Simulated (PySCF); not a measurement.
# Correlation energy of Pd (palladium, neutral)

[Kr] 4d9 5p1, one real determinant (an excited configuration). Calculation: PySCF 2.14, in aug-cc-pVDZ-PP with ECP28MDF (5s5p4d2f, 54 functions); scalar relativity through the core potential. Frozen: 4s2 4p6; 10 electrons correlated.

MP2 pair energies summed by pair of shells (mhartree):

```json
{"pair": "4d-4d", "energy": "-231.70", "share (%)": "94.3"}
{"pair": "4d-5p", "energy": "-13.95", "share (%)": "5.7"}
```

Total MP2 correlation energy: -245.65 mhartree.

Same-spin part -90.67 and opposite-spin part -154.98 mhartree; SCS-MP2 scales them by 1/3 and 6/5 to -216.20 mhartree.

The reference is one real determinant that mixes LS terms of this configuration.
